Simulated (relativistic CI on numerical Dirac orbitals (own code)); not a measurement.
# Sc+ in a cubic cluster: 3p photoemission with charge transfer

Computed with a charge-transfer multiplet model of a cubic metal-ligand cluster with up to one ligand hole, Slater and spin-orbit integrals from Dirac-Coulomb-Breit ions, Slater integrals scaled by 0.7. The parameters are those of a tetrahedral site (10Dq negative, t2 hopping the larger). The ground state mixes d2 with configurations of k ligand holes L, whose averages lie at kΔ + k(k − 1)U_dd/2; a core hole lowers each added d electron by U_cd. 300 K, Lorentzian 0.9 eV and Gaussian 0.8 eV FWHM.

Atomic integrals in eV (Slater integrals scaled, ζ unscaled), ground: F2dd 4.121, F4dd 2.525, zeta_d 0.005; with the core hole: F2dd 5.410, F4dd 3.370, zeta_d 0.009, zeta_core 0.324, F2cd 6.128, G1cd 7.669, G3cd 4.600.

Cluster parameters (eV): Δ = 10.7, U_dd = 5.3, U_cd = 6.2, 10Dq = -0.45, 10Dq(ligand) = 0, final-state hopping factor = 0.8.

| Case | n_d | d2 | d3L | S |
| --- | --- | --- | --- | --- |
| V(eg) = 0.5 eV, V(t2g) = -0.85 eV | 2.04 | 0.96 | 0.04 | 1.00 |
| V(eg) = 0.8 eV, V(t2g) = -1.36 eV | 2.08 | 0.92 | 0.08 | 1.00 |
| V(eg) = 1.1 eV, V(t2g) = -1.87 eV | 2.13 | 0.87 | 0.13 | 1.00 |
| V(eg) = 1.4 eV, V(t2g) = -2.38 eV | 2.17 | 0.83 | 0.17 | 1.00 |
| V(eg) = 1.7 eV, V(t2g) = -2.89 eV | 2.21 | 0.79 | 0.21 | 1.00 |

Weights, n_d and S are thermal averages at 300 K. Binding energies count from the first peak over 30 % of the highest in each spectrum, which can be another peak from case to case. The parameters are a model scan and need not match a compound or its usual spin state. Peaks in eV (height, largest 100):
- V(eg) = 0.5 eV, V(t2g) = -0.85 eV: 0.0 (100), 8.0 (13), 11.4 (10)
- V(eg) = 0.8 eV, V(t2g) = -1.36 eV: 0.0 (100), 8.0 (15), 11.2 (8)
- V(eg) = 1.1 eV, V(t2g) = -1.87 eV: 0.0 (100), 8.0 (14), 11.0 (9)
- V(eg) = 1.4 eV, V(t2g) = -2.38 eV: 0.0 (100), 7.8 (13), 11.1 (11)
- V(eg) = 1.7 eV, V(t2g) = -2.89 eV: 0.0 (100), 7.9 (14), 11.1 (9)

Curve for V(eg) = 1.7 eV, V(t2g) = -2.89 eV (points under 2 left out, the grid thinned):

E (eV), Intensity and a bar:
```
     -4.3        3.1 
     -3.9        3.8 #
     -3.5        4.9 #
     -3.1        6.5 #
     -2.6       10.0 ##
     -2.2       15.8 ####
     -1.8       28.4 ########
     -1.4       53.5 ################
     -1.0       83.2 #########################
     -0.6       96.3 #############################
     -0.1       99.8 ##############################
      0.3       95.7 #############################
      0.7       81.3 ########################
      1.1       68.8 ####################
      1.5       58.6 #################
      1.9       47.5 ##############
      2.4       34.0 ##########
      2.8       23.7 #######
      3.2       16.1 ####
      3.6       11.9 ###
      4.0       10.0 ##
      4.4        8.4 ##
      4.9        5.8 #
      5.3        4.3 #
      5.7        3.7 #
      6.1        3.7 #
      6.5        4.3 #
      6.9        6.0 #
      7.3        9.6 ##
      7.8       14.2 ####
      8.2       13.1 ###
      8.6        9.1 ##
      9.0        6.2 #
      9.4        5.0 #
      9.8        5.2 #
     10.3        6.9 #
     10.7        8.6 ##
     11.1        9.4 ##
     11.5        8.8 ##
     11.9        7.2 ##
     12.3        5.5 #
     12.8        4.3 #
     13.2        3.4 
     13.6        2.5 
     14.0        2.0
```

For the case V(eg) = 0.8 eV, V(t2g) = -1.36 eV, Δ = 10.7 eV is larger than U_dd = 5.3 eV, the Mott-Hubbard side of the Zaanen-Sawatzky-Allen scheme. With the core hole the average of the configuration with one ligand hole lies at Δ − U_cd = 4.5 eV before mixing: it stays above the unscreened one, so the lowest final states keep mostly the nominal d count.

With at most 1 ligand hole the space is cut while the next configuration still counts, so covalency is underestimated, and a final configuration with one more ligand hole, which can lie low, is missing from the spectra.
